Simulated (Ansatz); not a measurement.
BMe2(hfac) (C₇H₇BF₆O₂). The state is a singlet with charge 0. Geometry r2SCAN-D4/def2-SVP; atoms count from 1.

```xyz
23

B    -0.516    0.001    1.240
C    -2.092    0.009    1.431
H    -2.640    0.020    0.472
H    -2.410    0.897    2.003
H    -2.425   -0.878    1.994
C     0.451   -0.017    2.498
H     1.519   -0.027    2.218
H     0.264   -0.903    3.126
H     0.284    0.872    3.130
O    -0.129    1.251    0.347
C     0.357    1.177   -0.821
C     0.625    2.538   -1.463
F     1.433    3.261   -0.687
F    -0.523    3.201   -1.617
F     1.199    2.402   -2.665
C     0.629   -0.009   -1.502
C     0.334   -1.196   -0.821
C     0.615   -2.535   -1.510
F     0.258   -3.562   -0.755
F     1.924   -2.630   -1.785
F    -0.054   -2.594   -2.669
O    -0.152   -1.265    0.342
H     1.049   -0.013   -2.506
```

Single mean-field runs in def2-TZVP are fitted with def2-universal-jkfit.

Estimate the Mulliken populations from the PBE0/def2-TZVP orbitals of Ansatz.


```tsv
atom	charge (e)
B1	0.07
C2	-0.43
H3	0.11
H4	0.13
H5	0.13
C6	-0.43
H7	0.11
H8	0.13
H9	0.13
O10	-0.18
C11	0.28
C12	0.45
F13	-0.13
F14	-0.14
F15	-0.15
C16	-0.43
C17	0.31
C18	0.45
F19	-0.13
F20	-0.14
F21	-0.14
O22	-0.17
H23	0.18
```
Mulliken values depend strongly on the basis.

And the Mayer bond orders between heavy atoms (over 0.3)?

B1–C2 1.08 (1.59 Å); B1–C6 1.08 (1.59 Å); B1–O10 0.74 (1.58 Å); B1–O22 0.72 (1.59 Å); O10–C11 1.46 (1.27 Å); C11–C12 1.00 (1.53 Å); C11–C16 1.37 (1.39 Å); C12–F13 1.18 (1.33 Å); C12–F14 1.17 (1.33 Å); C12–F15 1.15 (1.34 Å); C16–C17 1.33 (1.40 Å); C17–C18 0.98 (1.53 Å); C17–O22 1.48 (1.26 Å); C18–F19 1.20 (1.32 Å); C18–F20 1.16 (1.34 Å); C18–F21 1.16 (1.34 Å).
